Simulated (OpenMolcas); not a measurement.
# Ge2+: effect of the active space

```yaml
Program: OpenMolcas 26.06
Method: CASSCF
Basis: ANO-R1
Scalar_Hamiltonian: X2C, finite nucleus
Spin-orbit_coupling: RASSI with atomic mean-field integrals over the reference wave functions, term energies averaged over their components
```

A. 2 electrons in 4 orbitals (4s 4p); 2S+1 = 3 even, 3 roots; 2S+1 = 1 even, 7 roots; 2S+1 = 3 odd, 3 roots; 2S+1 = 1 odd, 3 roots; cost about 7 core-seconds
B. 2 electrons in 8 orbitals (4s 4p 5s 5p); 2S+1 = 3 even, 3 roots (0 in the spin-orbit step); 2S+1 = 1 even, 1 root; 2S+1 = 3 odd, 3 roots; 2S+1 = 1 odd, 3 roots; cost about 30 core-seconds

Energies in eV above 4s² ¹S₀, the measured ground level; measured values from Sugar and Musgrove, J. Phys. Chem. Ref. Data 22, 1213 (1993).

```csv
Level,A,B,Measured
4s² ¹S₀,0.0000,0.0000,0.0000
4s 4p ³P°₀,7.2146,7.3387,7.6540
4s 4p ³P°₁,7.3081,7.4322,7.7490
4s 4p ³P°₂,7.5035,7.6275,7.9528
4s 4p ¹P°₁,12.2521,12.3688,11.3908
```

Deviations, from unrounded energies. A percentage is the sum of absolute deviations over the sum of measured energies, with the sign that they share, or ± where signs differ.

| Against measurement | Levels | A | B |
| --- | --- | --- | --- |
| mean absolute deviation (cm-1) | 4 | 4400 | 3900 |
| other configurations (%) | 4 | ±6.3 | ±5.6 |

B lies closest to measurement on these levels. The largest miss of B in the table is 4s 4p ¹P°₁, by +7900 cm-1. The ranking rests on the paired levels alone, and a cruder setting can come out closer through cancelling errors.

Between A and B the level of the table that moves most is 4s 4p ³P°₀, by 1000 cm-1 (lowest in A, highest in B).

Some high roots are left out of the spin-orbit mixing, which shifts the levels that they would mix with (holds for B). Active for correlation alone: 5p 5s; no level in the range computed is led by a configuration that fills them, so any true level of that kind is missing (holds for B). Measured partners are found by configuration, term and J. A level has none where our copy of the source lacks it or the pairing is in doubt (some pairs that miss far off the trend of their configuration count as doubtful), and it then counts in no deviation. Only configurations of the active space appear. The table leaves out levels that lie high or whose names do not pair safely across all columns.

° marks odd parity.
